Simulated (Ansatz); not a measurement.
This geometry of BrCl$_{2}$H$_{4}$NSi$_{2}$ (10 atoms, charge 0, multiplicity 1) is a first-order saddle point.

Computed with Ansatz, RKS PBE0-D4/def2-SVP.

```xyz
10
Properties=species:S:1:pos:R:3
N 0.890 -1.651 -0.385
Si -0.187 -0.342 -0.614
Cl 0.299 0.598 -2.395
Br -2.276 -1.125 -0.656
Si -0.140 1.305 1.041
Cl -1.459 2.803 0.483
H 0.561 -2.553 -0.062
H 1.737 -1.720 -0.937
H -0.571 0.746 2.356
H 1.227 1.888 1.171
```

Which two structures does it join? (They come from a converged band through this point; their orientation in space is the band's.)

No bond is made or broken. The dihedral H8–N1–Si2–Br4 goes from 180 to 83°.

Initial state:

```xyz
10
Properties=species:S:1:pos:R:3
N 0.814 -1.664 -0.295
Si -0.246 -0.361 -0.626
Cl 0.089 0.570 -2.455
Br -2.297 -1.213 -0.659
Si -0.102 1.291 1.017
Cl -1.351 2.846 0.465
H 0.611 -2.584 -0.671
H 1.814 -1.498 -0.240
H -0.543 0.754 2.336
H 1.295 1.807 1.131
```

Final state:

```xyz
10
Properties=species:S:1:pos:R:3
N 0.943 -1.577 -0.375
Si -0.167 -0.310 -0.680
Cl 0.422 0.553 -2.460
Br -2.296 -0.968 -0.911
Si -0.130 1.273 1.037
Cl -1.634 2.648 0.675
H 0.831 -2.156 0.451
H 1.309 -2.114 -1.156
H -0.375 0.617 2.355
H 1.180 1.983 1.069
```

How far does it lie above each of them?

0.6 kcal/mol above the first and 0.7 kcal/mol above the second. This is the barrier of this one path; another mechanism may lie lower.

Time of the run: 5.5 min on 2 threads of Arm Neoverse V2, on a shared host, peak memory 0.44 GiB.
